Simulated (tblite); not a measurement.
I4Si, triplet, at the geometry of the source list (a higher spin typed on purpose: for a closed-shell molecule this is an excited state); GFN1-xTB run with tblite 0.6.0.

The tblite input:
```
$ tblite run mol.xyz --method gfn1 --charge 0 --spin 2 --grad --json tblite.json --no-restart

# file mol.xyz
5

I      2.20510000    -1.03010000     0.43950000
Si    -0.00000000     0.00000000    -0.00000000
I     -1.45120000    -1.62600000    -1.16910000
I     -1.04890000     0.64860000     2.14380000
I      0.29500000     2.00750000    -1.41410000
```

Q: Predict the main parts of the log of this tblite run.

A: 
```
xTB calculator
 | screened Coulomb repulsion
 | Coulomb electrostatics
 |  * isotropic Klopman-Ohno-Mataga-Nishimoto electrostatics
 |  * onsite third-order electrostatics
 | DFT-D3(BJ) dispersion correction

halogen bonding energy    0.0000000000000E+00 Eh
repulsion energy          5.2690599283984E-02 Eh
dispersion energy        -4.8089989602009E-03 Eh
number of electrons       3.2000000000000E+01 e
integral cutoff           2.8146159136829E+01 bohr

------------------------------------------------------------
  cycle        total energy    energy error   density error
------------------------------------------------------------
      1     -17.67394845621  -1.7721830E+01   3.5733894E-01
      2     -17.67490941554  -9.6095933E-04   2.0404021E-01
      3     -17.66465007162   1.0259344E-02   7.9505296E-02
      4     -17.67633287532  -1.1682804E-02   1.7466212E-02
      5     -17.66692664964   9.4062257E-03   5.6281221E-02
      6     -17.67595252374  -9.0258741E-03   1.5810584E-02
      7     -17.67670610258  -7.5357883E-04   1.9319189E-03
      8     -17.67669957490   6.5276775E-06   2.2722732E-03
      9     -17.67671276152  -1.3186620E-05   9.3926190E-04
     10     -17.67671503425  -2.2727358E-06   1.5227965E-04
     11     -17.67671509554  -6.1291225E-08   5.1935083E-06
------------------------------------------------------------

electronic energy        -1.7724596695868E+01 Eh
total energy             -1.7676715095544E+01 Eh

Post processing:
 | Mayer-Wiberg bond orders

[Info] Tight-binding results written to 'tblite.txt'
[Info] JSON dump of results written to 'tblite.json'
```
